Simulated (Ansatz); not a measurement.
Cost and result for the atomization energy of ClH5OSiSn (`Cl[SiH2][O][SnH3]`) (9 atoms, 8 bonds).

```xyz
9

Cl    0.416   -0.816    2.248
Si    0.008   -1.592    0.370
O    -0.199   -0.394   -0.684
Sn   -0.063    1.576   -0.610
H     1.169   -2.438    0.010
H    -1.222   -2.403    0.510
H     1.525    1.937   -0.119
H    -0.388    2.026   -2.216
H    -1.248    2.103    0.489
```

Charge 0, multiplicity 1. Correlated methods include outer-core shells of Sn, which these sets cover unevenly. Sn: def2 effective core potential. The geometry is a stationary point of PBE0-D4/def2-TZVP. It is one conformer, not always the lowest. Program: Ansatz. All runs use 4 threads of an Arm Neoverse N1 on a shared host. Times are those of one run each, without the atoms' runs, and a repeat can differ threefold. Electronic energies, without spin–orbit coupling; frozen cores. CCSD(T)/CBS adds CCSD(T) − MP2 in def2-TZVPP to the MP2 limit, and its time is that of the two runs behind it. T1 = 0.012. With those shells the extrapolation isn't a true limit. B3LYP takes the VWN-RPA correlation (the form of Gaussian; ORCA's B3LYP/G).

CCSD(T)/CBS is a level of theory with its own doubt, some kJ/mol a heavy atom from the limit and from the frozen cores, so smaller differences don't rank the functionals.

```json
{"level": "PBE-D4/def2-TZVPP (with forces)", "functions": "235", "wall time": "4.1 s", "atomization (kJ/mol)": "2644.5", "difference from CCSD(T)/CBS": "-54.4", "per bond": "-6.8"}
{"level": "PBE0-D4/def2-TZVPP", "functions": "235", "wall time": "5.5 s", "atomization (kJ/mol)": "2618.3", "difference from CCSD(T)/CBS": "-80.6", "per bond": "-10.1"}
{"level": "B3LYP-D4/def2-TZVPP (with forces)", "functions": "235", "wall time": "8 s", "atomization (kJ/mol)": "2646.1", "difference from CCSD(T)/CBS": "-52.8", "per bond": "-6.6"}
{"level": "r2SCAN-D4/def2-TZVPP (with forces)", "functions": "235", "wall time": "8.5 s", "atomization (kJ/mol)": "2667.5", "difference from CCSD(T)/CBS": "-31.4", "per bond": "-3.9"}
{"level": "B2PLYP/def2-TZVPP", "functions": "235", "wall time": "9 s", "atomization (kJ/mol)": "2620.7", "difference from CCSD(T)/CBS": "-78.2", "per bond": "-9.8"}
{"level": "ωB97X-V/def2-TZVPP", "functions": "235", "wall time": "14 s", "atomization (kJ/mol)": "2699.1", "difference from CCSD(T)/CBS": "0.2", "per bond": "0.0"}
{"level": "ωB97M-V/def2-TZVPP (with forces)", "functions": "235", "wall time": "20 s", "atomization (kJ/mol)": "2676.5", "difference from CCSD(T)/CBS": "-22.4", "per bond": "-2.8"}
{"level": "MP2/def2-QZVPP", "functions": "429", "wall time": "27 s", "atomization (kJ/mol)": "2674.6", "difference from CCSD(T)/CBS": "-24.3", "per bond": "-3.0"}
{"level": "CCSD(T)/def2-TZVPP", "functions": "235", "wall time": "4.1 min", "atomization (kJ/mol)": "2614.2", "difference from CCSD(T)/CBS": "-84.7", "per bond": "-10.6"}
{"level": "CCSD(T)/CBS(def2)", "functions": "–", "wall time": "4.6 min", "atomization (kJ/mol)": "2698.9", "difference from CCSD(T)/CBS": "0.0", "per bond": "0.0"}
```

The D4 term adds +37.5 kJ/mol with B3LYP and +19.7 kJ/mol with PBE0; it sums over pairs of atoms, weighted by their polarisabilities, and B3LYP, whose exchange is more repulsive, gets the larger term. From PBE to PBE0 (25 % exact exchange), in def2-TZVPP and without D4, the atomization energy moves by −22.9 kJ/mol: exact exchange takes away binding that semilocal exchange gives to molecules. In def2-TZVPP, CCSD(T) changes the Hartree–Fock value by +672.6 kJ/mol (the triples alone add +37.3 kJ/mol) and MP2 by +681.2 kJ/mol; breaking electron pairs costs correlation energy, which Hartree–Fock lacks.

Spin–orbit coupling would lower the free Sn atoms strongly, and the atomization energy with them, by more than many differences here. For some Ge, Se and Sn compounds the MP2-based and the directly extrapolated limit differ by 10 to 25 kJ/mol.
